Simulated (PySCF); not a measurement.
A GIAO shielding run with PySCF 2.14.0 with density-fitted response routines (density fitting, non-relativistic, gas phase) on SMILES C=CC[Si@H](O)N[SiH2][SiH3], C3H13NOSi3:

```
$ OMP_NUM_THREADS=1 python probes_run.py task.json out

{"job": {"kind": "nmr", "xc": "PBE0", "basis": "pcSseg-1"}, "charge": 0, "multiplicity": 1}
C      2.531876    -0.450662    -1.716952
C      1.303616    -0.568531    -1.238098
C      0.240025     0.457125    -1.385803
Si     0.261878     1.607061     0.139746
O      1.773281     2.165171     0.370118
N     -0.202794     0.719987     1.552393
Si    -1.707283    -0.055607     1.958113
Si    -2.164376    -1.812205     0.539039
H      2.828086     0.399060    -2.312296
H      3.284151    -1.204968    -1.559567
H      1.038814    -1.433507    -0.644653
H     -0.730806    -0.017524    -1.500113
H      0.425643     1.064875    -2.271256
H     -0.526713     2.816761    -0.074549
H      2.511321     1.647678     0.054819
H      0.341151     0.994902     2.355376
H     -1.505423    -0.471504     3.355704
H     -2.790051     0.947411     1.977869
H     -3.182514    -2.694146     1.123622
H     -1.027838    -2.690711     0.235696
H     -2.710963    -1.403724    -0.762746
```

Hardware: 1 thread of an AMD EPYC 7R43 64-Core, shared host. The job also computes population analyses, field gradients.

Task: How large is the calculation?

Result: 88 electrons, 222 basis functions and 1219 auxiliary functions.

Task: How long does it take, and how much memory does it need?

Result: 60 s of wall time, with 14 SCF cycles and 4 response iterations; peak memory 1 GiB. Times on a shared host scatter by some tens of per cent.
